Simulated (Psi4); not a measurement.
Pair of molecules, SMILES O with SMILES CC(C)=O (the first has 3 atoms); geometry from B3LYP-D3(BJ)/def2-TZVP, rigid monomers moved along the line of their centres of mass till H2···O7 is 1.72 Å.
(charge 0, multiplicity 1):
| atom | x (Å) | y (Å) | z (Å) |
|---|---|---|---|
| O | -0.7171 | 0.5854 | 0.4508 |
| H | -0.6253 | -0.0665 | 1.1680 |
| H | -0.5881 | 0.0952 | -0.3662 |
| C | 0.2708 | 1.3076 | 3.3623 |
| C | 0.1100 | -0.1817 | 3.5306 |
| C | 0.4675 | -0.7587 | 4.8774 |
| O | -0.2938 | -0.8948 | 2.6334 |
| H | 1.2158 | 1.6446 | 3.7929 |
| H | 0.2032 | 1.5909 | 2.3144 |
| H | -0.5272 | 1.8084 | 3.9188 |
| H | 0.1638 | -1.8011 | 4.9356 |
| H | 1.5490 | -0.6871 | 5.0231 |
| H | 0.0015 | -0.1824 | 5.6796 |

Method: Psi4 with SAPT0/jun-cc-pV(D+d)Z.

**Question.** Which attractive term is largest, and how does the interaction split up?

**Answer.** electrostatics -16.80, exchange 19.95, induction -5.96, dispersion -3.66, total -6.47 kcal/mol; the largest attraction is electrostatics.
